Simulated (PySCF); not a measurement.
A series of related molecules.

All values: PBE0/pcSseg-1 (PySCF) at GFN2-xTB geometries, gas phase, one conformer each.

Question: Rank by the highest Hirshfeld charge on any atom, highest value first.
A. `O=C(Cl)[C@@H](COC)CC`
B. `FC(F)(F)[C@@H](OC)[C@H](F)C(=O)Cl`
C. `COC[C@H](F)C(=O)Cl`

Answer: B (+0.254 e), A (+0.189 e), C (+0.173 e).

Question: Rank by the lowest IAO charge on any atom, lowest value first.
A. `F[C@@H]([C@@H](OC)C)C(Cl)=O`
B. `COC(OC)[C@@H](F)C(=O)Cl`
C. `CO[C@@H]([C@H](F)C(=O)Cl)C(F)(F)F`

Answer: A (-0.432 e), B (-0.400 e), C (-0.378 e).

Question: Rank by LUMO energy, lowest first.
A. `F[C@H](C(Cl)=O)[C@H](OC)C(F)(F)F`
B. `COC(OC)[C@@H](F)C(=O)Cl`
C. `ClC(=O)[C@H]([C@@H](OC)C)F`
D. `CC[C@H](COC)C(=O)Cl`

Answer: A (-1.54 eV), C (-1.35 eV), B (-1.21 eV), D (-0.91 eV).

All values together:

| SMILES | change | formula | μ (D) | HOMO (eV) | LUMO (eV) | lowest IAO charge (e) | highest IAO charge (e) | lowest Hirshfeld charge (e) | highest Hirshfeld charge (e) |
| --- | --- | --- | --- | --- | --- | --- | --- | --- | --- |
| COC[C@H](F)C(=O)Cl | parent | C4H6ClFO2 | 3.52 | -8.12 | -1.45 | -0.391 (O) | +0.347 (C) | -0.187 (O) | +0.173 (C) |
| CO[C@@H](C)[C@H](F)C(=O)Cl | H replaced by CH3 | C5H8ClFO2 | 2.82 | -7.86 | -1.35 | -0.432 (C) | +0.345 (C) | -0.186 (O) | +0.173 (C) |
| COC(OC)[C@@H](F)C(=O)Cl | H replaced by OCH3 | C5H8ClFO3 | 3.56 | -8.07 | -1.21 | -0.400 (O) | +0.347 (C) | -0.190 (O) | +0.168 (C) |
| CO[C@@H]([C@H](F)C(=O)Cl)C(F)(F)F | H replaced by CF3 | C5H5ClF4O2 | 1.87 | -8.65 | -1.54 | -0.378 (O) | +0.790 (C) | -0.201 (O) | +0.254 (C) |
| CC[C@H](COC)C(=O)Cl | F replaced by C2H5 | C6H11ClO2 | 3.62 | -7.74 | -0.91 | -0.420 (C) | +0.369 (C) | -0.198 (O) | +0.189 (C) |

Conformers: `[CH3:1][O:2][CH2:3][C@H:4]([F:5])[C:6](=[O:7])[Cl:8]` with C1–O2–C3–C4 -179°, O2–C3–C4–F5 179°, C3–C4–C6–O7 -107°; `[CH3:1][O:2][C@@H:3]([CH3:4])[C@H:5]([F:6])[C:7](=[O:8])[Cl:9]` with C1–O2–C3–C4 159°, O2–C3–C5–F6 79°, C3–C5–C7–O8 -74°; `[CH3:1][O:2][CH:3]([O:4][CH3:5])[C@@H:6]([F:7])[C:8](=[O:9])[Cl:10]` with C1–O2–C3–O4 61°, O2–C3–O4–C5 -166°, O2–C3–C6–F7 151°, C3–C6–C8–O9 -106°; `[CH3:1][O:2][C@@H:3]([C@H:4]([F:5])[C:6](=[O:7])[Cl:8])[C:9]([F:10])([F:11])[F:12]` with C1–O2–C3–C4 165°, O2–C3–C4–F5 69°, C3–C4–C6–O7 -62°; `[CH3:1][CH2:2][C@H:3]([CH2:4][O:5][CH3:6])[C:7](=[O:8])[Cl:9]` with C1–C2–C3–C4 -175°, C2–C3–C4–O5 176°, C3–C4–O5–C6 178°, C2–C3–C7–O8 63°.

Give the shifts from the parent, `COC[C@H](F)C(=O)Cl`.

```csv
SMILES,change in μ (D),change in HOMO (eV),change in LUMO (eV)
CO[C@@H](C)[C@H](F)C(=O)Cl,-0.70,+0.26,+0.10
COC(OC)[C@@H](F)C(=O)Cl,+0.04,+0.05,+0.24
CO[C@@H]([C@H](F)C(=O)Cl)C(F)(F)F,-1.65,-0.53,-0.09
CC[C@H](COC)C(=O)Cl,+0.10,+0.38,+0.54
```
